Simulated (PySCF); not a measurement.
Species: (OH)3Sn-NH-SiH3.
Structure used (PBE0-D3(BJ)/def2-SVP), in Å, numbered top down from 1:
```
atom  x, y, z in Å
Sn1    0.739    0.160   -0.754
O2     2.065   -1.142   -0.089
O3     1.525    1.867   -0.169
O4     0.526    0.160   -2.710
N5    -1.124   -0.218   -0.118
Si6   -1.684   -0.243    1.527
H7     1.714   -2.041   -0.076
H8     2.327    1.707    0.344
H9     1.228    0.658   -3.146
H10   -1.805   -0.178   -0.873
H11   -2.498    0.957    1.900
H12   -0.462   -0.286    2.385
H13   -2.520   -1.454    1.801
```

Computed with TDDFT CAM-B3LYP/def2-SVPD, vertical, gas phase, core orbitals frozen in the response, def2 core potentials past Kr (PySCF 2.14.0, density-fitted response routines). Spin–orbit coupling is left out.

Ground-to-excited transition dipoles (e·a0, same axes as the geometry; the sign carries no meaning), for the states with f of 0.002 or more among the lowest 7:

| state | E (eV) | μx | μy | μz |
| --- | --- | --- | --- | --- |
| S1 | 5.253 | -0.023 | -0.408 | 0.053 |
| S2 | 6.165 | -0.242 | 0.200 | -0.045 |
| S3 | 6.351 | -0.060 | -0.195 | 0.604 |
| S4 | 6.443 | -0.495 | 0.446 | 0.604 |
| S5 | 7.117 | 0.107 | -0.196 | 0.059 |
| S6 | 7.336 | 0.623 | 0.329 | 0.030 |
| S7 | 7.435 | -0.170 | -0.487 | -0.052 |

(1) What oscillator strength does each state have?

(2) What angle do the transition dipoles of S6 and S7 make?

(3) How is the summed strength of these states shared among x, y and z?

(4) What peak molar absorption coefficient would the strongest computed level give as a lone Gaussian band 0.4 eV wide at half height?

Results:

(1) f = (2/3) ΔE |μ|² with ΔE in hartree (27.2114 eV).

| state | \|μ\|² (au) | \|μ\| (D) | f |
| --- | --- | --- | --- |
| S1 | 0.170 | 1.05 | 0.022 |
| S2 | 0.100 | 0.81 | 0.015 |
| S3 | 0.407 | 1.62 | 0.063 |
| S4 | 0.808 | 2.29 | 0.128 |
| S5 | 0.053 | 0.59 | 0.009 |
| S6 | 0.497 | 1.79 | 0.089 |
| S7 | 0.269 | 1.32 | 0.049 |

(2) |cos θ| = |μa·μb| / (|μa| |μb|) = 0.73, so θ ≈ 43° (taken between 0 and 90°, since the signs are arbitrary).

(3) (2/3) Σ ΔE μα² gives 0.125 for x, 0.134 for y and 0.116 for z, 0.375 in all.

(4) ε(max) = 2.175×10⁸ f / FWHM, with the width in cm⁻¹. S4: 2.175×10⁸ × 0.1276 / 3226 ≈ 8600 L mol⁻¹ cm⁻¹.

The vertical ionisation energy (ΔSCF) is 9.93 eV, 2.50 eV above S7.

One conformer stands for the species.
